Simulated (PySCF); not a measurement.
# One molecule, several mistakes: AlCH4OSi

Calculated results; nothing here was measured. They come from PySCF 2.14.0, an open-source quantum chemistry program, on an isolated molecule that a program drew, which may never have been made. The molecule is AlCH4OSi (charge 0, doublet), drawn as the SMILES string `O[SiH]=[CH][AlH]`.

Each row is a Hartree-Fock (HF) and frozen-core CCSD(T) single point in the cc-pV(D+d)Z basis, meant for a local HF minimum. Run 1 is clean. Each other run has one planted mistake out of seven kinds, and not every kind appears here: one electron removed, one electron added, multiplicity raised by two, geometry at a saddle point, minimal basis STO-3G, one bond length entered in bohr, all coordinates scaled. The reference is restricted for singlets and unrestricted otherwise, and also for a bond in bohr. Adding or removing an electron swaps singlet and doublet. Electrons count all cores. HOMO and LUMO are orbital energies over both spins, the gradient is its largest component, and the lowest frequency (negative if imaginary) is given only where the gradient is small. Bond lengths are over the 7 bonds as drawn. T1 is the CCSD diagnostic: over 0.02 (restricted) or 0.045 (unrestricted) a single reference is doubtful.

Geometry of the clean run:
```xyz
8
AlCH4OSi, angstrom
O    -1.1648   -0.0797    1.7808
Si   -0.8272   -1.1739    0.6224
C    -0.7238   -0.8742   -1.0390
Al   -0.3116   -2.3096   -2.2346
H    -1.2007   -0.3451    2.6876
H    -0.6181   -2.4952    1.2289
H    -0.8937    0.1362   -1.4036
H    -0.0803   -3.7584   -1.5946
```

```
run  electrons  basis functions  <S^2>  HOMO (eV)  LUMO (eV)  gradient (hartree/bohr)  lowest frequency (cm^-1)  mean bond (Å)  longest bond (Å)      T1  HF (hartree)  CCSD(T) (hartree)               mistake
  1         45               94  0.754      -7.48       1.46                  3.1e-05                       109         1.4765             1.913  0.0158    -645.88747         -646.40237              no fault
  2         45               32  1.162      -3.99       7.96                  5.7e-02                         -         1.4765             1.913  0.0559    -638.04262         -638.24846  minimal basis STO-3G
  3         45               94  0.753      -7.33       1.60                  3.2e-02                         -         1.4367             1.861  0.0150    -645.88100         -646.39103                     ?
  4         46               94  0.000       0.13       6.51                  5.9e-02                         -         1.4765             1.913  0.0196    -645.85190         -646.40368                     ?
```

**Which mistake was planted in run 3, and what did it cost?**

The mean and the longest bond both change by the same factor, 0.973, and the gradient is no longer small. So the mistake is: all coordinates scaled. Subtracting run 1 and multiplying by 627.51 kcal/mol a hartree, the energy moved by 4.1 kcal/mol in HF and 7.1 kcal/mol in CCSD(T).

**Which mistake was planted in run 4, and what did it cost?**

It counts 46 electrons, one more than the clean run, at the same geometry and basis. So the mistake is: one electron added. Subtracting run 1 and multiplying by 627.51 kcal/mol a hartree, the energy moved by 22.3 kcal/mol in HF and -0.8 kcal/mol in CCSD(T).

Cautions from the logs. Run 2: T1 is over the limit, so its CCSD(T) energy is less reliable; run 4: the HOMO is above zero, so the electron isn't bound and the energy depends on the basis.
